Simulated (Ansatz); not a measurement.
Input and output for `C[SiH2][AsH2]`.

```yaml
crystal:
  periodic: [false, false, false]
  atoms:
    - {symbol: C, position_ang: [-0.981692, 0.667409, -0.980381]}
    - {symbol: Si, position_ang: [-0.188272, -0.649871, 0.087245]}
    - {symbol: As, position_ang: [1.209468, 0.381394, 1.697399]}
    - {symbol: H, position_ang: [-1.665828, 0.216240, -1.702932]}
    - {symbol: H, position_ang: [-0.223733, 1.226435, -1.533703]}
    - {symbol: H, position_ang: [-1.547382, 1.373705, -0.368840]}
    - {symbol: H, position_ang: [0.561027, -1.618966, -0.758060]}
    - {symbol: H, position_ang: [-1.229222, -1.404576, 0.838485]}
    - {symbol: H, position_ang: [1.871853, -0.938160, 2.067092]}
    - {symbol: H, position_ang: [2.276780, 0.695191, 0.656693]}
basis:
  gaussian: {orbitals: aug-cc-pVTZ}
total_charge: 1
magnetization: {spin_polarized: true, initial_magnetization: 1}
hamiltonian: {xc: {name: PBEsol}}
accuracy: high
scf: {lower_state_search: full}
output: {forces: true}
```

```sh
$ ansatz run in.yaml --threads 2 --pin off --events-out ev --progress --plain --max-ram 4352MiB
```

It prints (some lines left out):

```
Functional definition: PBEsol
4808 factors; integrals over basis functions are off by at most 4.1e-9 eV
mean field evaluation 1: about -69768.3136 eV, gradient 6.0e1 eV
mean field evaluation 2: about -69768.3076 eV, gradient 6.0e1 eV
mean field evaluation 4: about -69778.4943 eV, gradient 2.8e1 eV
mean field evaluation 8: about -69785.5629 eV, gradient 1.6e0 eV
mean field evaluation 16: about -69785.5829 eV, gradient 1.0e-2 eV
mean field evaluation 32: about -69785.5829 eV, gradient 4.4e-8 eV
mean field -69785.58292326 eV, -2564.5728700628 hartree, gradient 4.4e-8 eV, S^2 0.752874; 10 other end points of the search recorded, 0 dependent functions left out
reference -69785.58293048 eV, -2564.5728703283 hartree; 30, 29 occupied and 286, 287 virtual orbitals, 4808 factors
Total energy: -69785.58293048 eV, -2564.5728703283 hartree
Atom 0 at    -0.981692     0.667409    -0.980381 Å, force     0.744098     0.026614     0.635317 eV/Å
Atom 1 at    -0.188272    -0.649871     0.087245 Å, force    -2.667068     0.311375    -1.005292 eV/Å
Atom 2 at     1.209468     0.381394     1.697399 Å, force     0.598234    -0.788535    -0.691669 eV/Å
Atom 3 at    -1.665828     0.216240    -1.702932 Å, force    -0.241055    -0.340519    -0.210540 eV/Å
Atom 4 at    -0.223733     1.226435    -1.533703 Å, force     0.164958     0.163823    -0.240093 eV/Å
Atom 5 at    -1.547382     1.373705    -0.368840 Å, force    -0.259934     0.173150     0.131709 eV/Å
Atom 6 at     0.561027    -1.618966    -0.758060 Å, force     0.984021    -0.135475     0.168210 eV/Å
Atom 7 at    -1.229222    -1.404576     0.838485 Å, force     0.102080    -0.021205     0.338278 eV/Å
Atom 8 at     1.871853    -0.938160     2.067092 Å, force     0.241447     0.111265     0.578167 eV/Å
Atom 9 at     2.276780     0.695191     0.656693 Å, force     0.333221     0.499507     0.295914 eV/Å
Dipole moment:     0.083524    -0.035801    -0.093414 e Å
```

It took 120 s on 2 threads of an Arm Neoverse V2 on a shared host, with 3.1 GiB of host memory at the peak.
